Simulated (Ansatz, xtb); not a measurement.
**C4H12Si2: which of two isomers lies lower**

Structure I: `[SiH3][SiH]1CCCC1`, a singlet. Structure II: `CC1C[SiH2][SiH2]C1`, a singlet. Both are isolated molecules in the gas phase, relaxed with PBE-D3(BJ)/def2-SVP; the shapes shown needn't be the lowest conformers.

I (Å):

```xyz
18

C     0.0543    0.2404    0.9372
C     0.7556    1.4313    1.6288
C     0.1122    2.7414    1.1360
C     0.0857    2.7343   -0.4098
Si    1.2042    0.0220   -2.4398
Si   -0.2761    0.8966   -0.8375
H     1.0663    0.7166   -3.7709
H     0.9868   -1.4539   -2.6579
H     2.6229    0.2156   -1.9628
H    -1.7006    0.6645   -1.2797
H     0.6473   -0.6946    0.9813
H    -0.9236    0.0277    1.4205
H     1.8344    1.4347    1.3551
H     0.7136    1.3500    2.7358
H     0.6453    3.6300    1.5365
H    -0.9294    2.7984    1.5237
H     1.0808    3.0167   -0.8158
H    -0.6503    3.4442   -0.8365
```

II (Å):

```xyz
18

C     1.1615   -0.3597    0.9140
C     0.5709    0.7713    1.7656
C     0.4890    2.0956    0.9631
C    -0.8252    0.3872    2.3204
Si   -0.9076    1.9777   -0.3558
Si   -2.1210    0.3974    0.8976
H     2.1711   -0.0973    0.5376
H     0.5270   -0.5762    0.0260
H     1.2439   -1.3014    1.4937
H     1.2531    0.9339    2.6309
H     0.2180    2.9325    1.6429
H     1.4707    2.3547    0.5147
H    -0.4179    1.4784   -1.6904
H    -1.5805    3.3070   -0.5736
H    -2.2764   -0.9455    0.2321
H    -3.4769    0.8370    1.3827
H    -1.1580    1.1453    3.0624
H    -0.7919   -0.5862    2.8527
```

**Question.** Which of the two would you expect CCSD(T)/def2-SVP + ΔMP2/def2-TZVPP electronic energies to favour?

**Answer.** Too close to call at this level: CCSD(T)/def2-SVP + ΔMP2/def2-TZVPP gives E(II) − E(I) = −0.021 eV.

Level by level:

```csv
level,geometry,E(II) − E(I) (eV),departure from the last row (eV),"job, with rough time for the two"
GFN2-xTB,GFN2-xTB,0.000,+0.021,"optimisation, 0.19 s"
HF/STO-3G,GFN2-xTB,+0.196,+0.217,"single point, 0.42 s"
r2SCAN-D4/def2-SVP,GFN2-xTB,−0.062,−0.040,"single point, 4.7 s"
PBE-D3(BJ)/def2-SVP,PBE-D3(BJ)/def2-SVP,−0.030,−0.009,"optimisation, 19 s"
HF/def2-SVP,PBE-D3(BJ)/def2-SVP,+0.050,+0.072,part of the CCSD(T) run
MP2/def2-SVP,PBE-D3(BJ)/def2-SVP,−0.078,−0.057,part of the CCSD(T) run
CCSD(T)/def2-SVP,PBE-D3(BJ)/def2-SVP,−0.064,−0.043,single point
CCSD(T)/def2-SVP + ΔMP2/def2-TZVPP,PBE-D3(BJ)/def2-SVP,−0.021,,"single point, 81 s"
```

As drawn, both hold the same kinds of bond in the same numbers. Structure I has 0 methyl groups, II 1.

The largest departure from CCSD(T)/def2-SVP + ΔMP2/def2-TZVPP is that of HF/STO-3G, 0.217 eV. A small imaginary or near-zero mode remains, so no thermal terms are given. The last row adds to CCSD(T) the change of the MP2 difference between the two basis sets, here +0.043 eV.

The correlated steps freeze 14 core orbitals. Programs: Ansatz 0.2.0, xtb 6.7.1; the last row on 4 threads of Arm Neoverse V1 on a shared host.
